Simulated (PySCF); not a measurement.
**How methods differ on the interval between two levels of Sb³⁺**

Sb³⁺ [Kr] 4d10 5s2 → Sb³⁺ [Kr] 4d9 5s2 5p1 [3F4, M_J = 4], as a difference of total energies. Computed with PySCF 2.14 in x2c-SVPall-2c with one added diffuse shell each of s, p type (7s9p4d, 54 functions), with the two-component X2C-1e Hamiltonian. Correlated levels: [Ar] 3d10 frozen; the 6 highest virtual spinors dropped. "Screened" scales the spin-orbit matrix elements by Boettger's factors to mimic the two-electron term; Breit and QED terms are absent.

| method | interval between two levels (cm⁻¹) |
| --- | --- |
| GHF (spin-free) | 287640 |
| GMP2 (spin-free) | 287820 |
| GHF (screened spin-orbit) | 286390 |
| GMP2 (screened spin-orbit) | 286460 |

The labels give the starting determinants; with spin-orbit coupling the two ends relaxed to ⟨J²⟩ = 0.00, ⟨L²⟩ = 0.02, ⟨S²⟩ = 0.02 and ⟨J²⟩ = 20.01, ⟨L²⟩ = 12.02, ⟨S²⟩ = 2.02.
